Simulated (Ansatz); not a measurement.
## Cost against result

Saddle point of AlNH₄OF₂, closed shell (AlHOF₂ ([OH][Al]([F])[F]) + NH₃ → AlNH₂F₂ ([NH2][Al]([F])[F]) + H₂O (still joined by a long Al–O bond); bonds formed: O2–H5; dative contacts that become bonds: Al1–N6; bonds broken: H5–N6; bonds weakened to dative contacts: Al1–O2), PBE0-D4/def2-TZVP structure:

```
9
angstrom
Al -0.5957 -0.6807 0.1051
O -0.8194 1.0551 -0.5678
F -1.0394 -1.8249 -0.9942
F -1.2454 -0.7339 1.6248
H 0.2876 0.9811 -0.3600
N 1.1836 -0.0996 0.0396
H -1.2868 1.7409 -0.0851
H 1.6992 0.0190 0.9009
H 1.8163 -0.4571 -0.6630
```

Barriers are electronic and count from the start structure reached by relaxing down the imaginary mode.

Program: Ansatz 0.2.0. Basis: as named in each row. Cores are frozen in the correlated methods. B3LYP uses VWN-RPA correlation. Extrapolation: Hartree–Fock as exp(−7.88 √X), correlation as X^−2.97.

Times are rough, for one single point on 4 threads of a shared host (Arm Neoverse V1).

The estimate by CCSD(T) at an estimated basis limit (MP2 extrapolated from triple and quadruple zeta, plus CCSD(T) − MP2 in triple zeta) is 118.7 kJ/mol.

| method | basis | time (s) | barrier (kJ/mol) | method less estimate |
| --- | --- | --- | --- | --- |
| HF | STO-3G | under 1 | 40.5 | -78.2 |
| PBE-D4 | STO-3G | under 1 | -71.4 | -190.0 |
| SPW92 | def2-SVP | under 1 | 63.4 | -55.2 |
| B3LYP-D4 | 6-31G | under 1 | 107.5 | -11.2 |
| PBE-D4 | def2-SVP | under 1 | 81.9 | -36.8 |
| PBE0-D4 | def2-SVP | under 1 | 95.0 | -23.7 |
| SPW92 | def2-TZVPP | 1 | 78.5 | -40.2 |
| PBE-D4 | def2-TZVPP | 2 | 95.6 | -23.1 |
| BLYP-D4 | def2-TZVPP | 2 | 105.6 | -13.0 |
| B3LYP-D4 | def2-TZVPP | 2 | 113.0 | -5.7 |
| BHLYP-D4 | def2-TZVPP | 2 | 125.8 | 7.2 |
| PBE0-D4 | def2-TZVPP | 2 | 106.1 | -12.6 |
| CAM-B3LYP-D4 | def2-TZVPP | 2 | 114.1 | -4.6 |
| r2SCAN-D4 | def2-TZVPP | 3 | 105.6 | -13.0 |
| r2SCAN0-D4 | def2-TZVPP | 4 | 112.2 | -6.4 |
| wB97M-V | def2-SVP | 4 | 99.9 | -18.8 |
| CCSD(T) | def2-SVP | 4 | 113.1 | -5.6 |
| B2PLYP | def2-TZVPP | 4 | 115.5 | -3.1 |
| PBE-QIDH | def2-TZVPP | 4 | 113.6 | -5.1 |
| RPA on PBE | def2-TZVPP | 4 | 115.0 | -3.6 |
| wB97X-V | def2-TZVPP | 6 | 115.1 | -3.6 |
| wB97M-V | def2-TZVPP | 7 | 113.5 | -5.2 |
| B97M-V | def2-TZVPP | 8 | 118.7 | 0.0 |
| MP2 | def2-QZVPP | 16 | 114.7 | -3.9 |
| CCSD(T) | def2-TZVPP | 120 | 116.8 | -1.9 |

All methods are single points on the PBE0-D4 structures; a negative value means that the method puts the saddle structure below the start.

T1 diagnostic: at most 0.012.

Labels in which every atom is bracketed show which atoms are joined, not bond orders.
